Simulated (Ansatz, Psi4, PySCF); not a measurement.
AlI3, charge +1, doublet, at a GFN2-xTB geometry (such geometries of metal compounds can be far from the true shape) (a state made from the parent by changing its charge; the spin is typed, not shown lowest) (all electrons, no relativity). Base run: PySCF with B3LYP5/STO-3G.

Input for PySCF:
```python
from pyscf import gto, scf, dft

mol = gto.Mole()
mol.atom = '''
    Al   -0.000000   -0.000000    0.000000
    I    -2.072248   -1.451916   -0.053150
    I     0.006649    2.239410   -1.179022
    I     2.065599   -0.787494    1.232172
'''
mol.basis = 'sto-3g'
mol.charge = 1
mol.spin = 1
mol.verbose = 4
mol.build()

mf = dft.UKS(mol)
mf.xc = 'b3lyp5'
mf.kernel()
```

The same geometry, method and basis name were run in Ansatz (a first-principles code) and Psi4 and PySCF, at each program's defaults and at the settings that a row names. The base is PySCF at its defaults. Differences at the defaults can come from grids, fitting, cores and function types together.

```csv
code and settings,ΔE vs base (µEh),basis functions,E (Eh),SCF cycles
"PySCF, defaults (exact integrals, its default grid, spherical functions)",0.0,90,-20797.27121,9
"Ansatz, defaults (factorised integrals, its default grid, spherical functions)",8.8,90,-20797.27120,-
"PySCF, fine grid",10.7,90,-20797.27120,11
"Psi4, exact integrals, spherical functions, fine grid",86.9,90,-20797.27112,11
"Ansatz, high accuracy",8.0,90,-20797.27120,-
```

Open shells are given as the SCF converged; they aren't shown to be the lowest states, and a large step between rows can be another state.
